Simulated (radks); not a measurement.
P3+, 12 electrons, occupied as [Ne] 3s2. All-electron calculation, Dirac Kohn-Sham, BP86, spin-unpolarised, spherical densities, point nucleus. Program: a radial shooting solver on a logarithmic mesh with Libxc functionals.

Spin-orbit splittings of the eigenvalues, e(l+1/2) - e(l-1/2), with zeta = 2 splitting/(2l+1) and mean radii in bohr:

shell  occ.  splitting (eV)  zeta (eV)  <r> j=l-1/2  <r> j=l+1/2
2p        6          0.9254     0.6169       0.4814       0.4836
3p        0         0.09455    0.06303        1.830        1.835
3d        0        0.004589   0.001836        2.198        2.199
